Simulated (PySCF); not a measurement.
Radial density of Rh⁴⁰⁺ (rhodium, charge +40)

r2SCANh, [He] 2s2 2p1, 2P determinant. Computed with PySCF 2.14 in an even-tempered Gaussian basis (19 s from 16 bohr⁻², ratio 2.2; 12 p from 20 bohr⁻², ratio 2.2; 6 d from 79 bohr⁻², ratio 2.4; 5 f from 120 bohr⁻², ratio 2.4; 4 g from 180 bohr⁻², ratio 2.4), with scalar relativity by spin-free X2C-1e.

```json
{"r (bohr)": "0.0286", "4πr²ρ (e/bohr)": "48.07", "4πr²(ρα − ρβ)": "1.4056"}
{"r (bohr)": "0.0481", "4πr²ρ (e/bohr)": "25.38", "4πr²(ρα − ρβ)": "4.4858"}
{"r (bohr)": "0.0809", "4πr²ρ (e/bohr)": "21.95", "4πr²(ρα − ρβ)": "8.2190"}
{"r (bohr)": "0.136", "4πr²ρ (e/bohr)": "21.21", "4πr²(ρα − ρβ)": "5.8640"}
{"r (bohr)": "0.229", "4πr²ρ (e/bohr)": "3.743", "4πr²(ρα − ρβ)": "0.8510"}
{"r (bohr)": "0.385", "4πr²ρ (e/bohr)": "0.03891", "4πr²(ρα − ρβ)": "0.0085"}
```

Densities and radii are taken from the X2C orbitals without a picture-change correction, which distorts them close to the nucleus.

Spin-orbit coupling, absent here, splits the open shell strongly.
